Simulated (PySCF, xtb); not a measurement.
methylsilylformaldehyde (C₂H₆OSi), SMILES C[SiH2]C=O.

Geometry optimised at B3LYP-D3(BJ)/def2-SVP. Other conformers were not sampled.

Computed with PySCF with IEF-PCM-ωB97X/def2-SVP.

The values are the electrostatic part of the solvation free energy, E(continuum) − E(gas) at the gas-phase geometry, in a cavity of scaled van der Waals radii (PySCF's table); cavitation and dispersion terms are not included. In vacuum the orbital gap is 10.35 eV. The dipole moment in vacuum is 1.85 D.

Estimate the values in water (ε = 78.36), 2-propanol (ε = 19.26), ethanol (ε = 24.85). (An estimate is asked for; the answer gives what the named calculation found.)


| solvent | ε | ΔG(elec) (kcal/mol) | dipole (D) | gap (eV) |
|---|---|---|---|---|
| water | 78.36 | -3.4 | 2.34 | 10.41 |
| 2-propanol | 19.26 | -3.2 | 2.31 | 10.40 |
| ethanol | 24.85 | -3.3 | 2.32 | 10.40 |

For comparison, GFN2-xTB/ALPB(water) (xtb, at the GFN2-xTB geometry, all terms of that model) gives -1.6 kcal/mol.
